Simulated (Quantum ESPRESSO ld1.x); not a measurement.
Isoelectronic series with 14 electrons, each ion in its NIST ground configuration. Calculated with ld1.x of Quantum ESPRESSO 7.5: scalar-relativistic Kohn-Sham, LDA (Slater exchange, VWN5 correlation), spin-polarised, spherical densities, point nucleus; open shells are filled with parallel spins first. Total energies (hartree) and mean radii <r> (bohr) (* marks an orbital that is empty in some or all of the ions):

ion    configuration  E (hartree)  3p down*   3p up  3s down
Si      [Ne] 3s2 3p2    -288.8508     2.904   2.743    2.172
P+      [Ne] 3s2 3p2    -340.4662     2.170   2.112    1.828
S2+     [Ne] 3s2 3p2    -396.6208     1.782   1.750    1.584
Cl3+    [Ne] 3s2 3p2    -457.3091     1.527   1.507    1.401
Ar4+    [Ne] 3s2 3p2    -522.5324     1.342   1.328    1.258
K5+     [Ne] 3s2 3p2    -592.2958     1.200   1.189    1.143
Ca6+    [Ne] 3s2 3p2    -666.6066     1.087   1.079    1.049
Sc7+    [Ne] 3s2 3p2    -745.4739    0.9940  0.9877   0.9688
Ti8+    [Ne] 3s2 3p2    -828.9079    0.9167  0.9115   0.9006
V9+     [Ne] 3s2 3p2    -916.9201    0.8509  0.8466   0.8416
Cr10+   [Ne] 3s2 3p2   -1009.5229    0.7942  0.7906   0.7900
Mn11+   [Ne] 3s2 3p2   -1106.7296    0.7448  0.7417   0.7444
Fe12+   [Ne] 3s2 3p2   -1208.5544    0.7013  0.6986   0.7038
Co13+   [Ne] 3s2 3p2   -1315.0125    0.6627  0.6603   0.6675
Ni14+   [Ne] 3s2 3p2   -1426.1196    0.6282  0.6261   0.6347
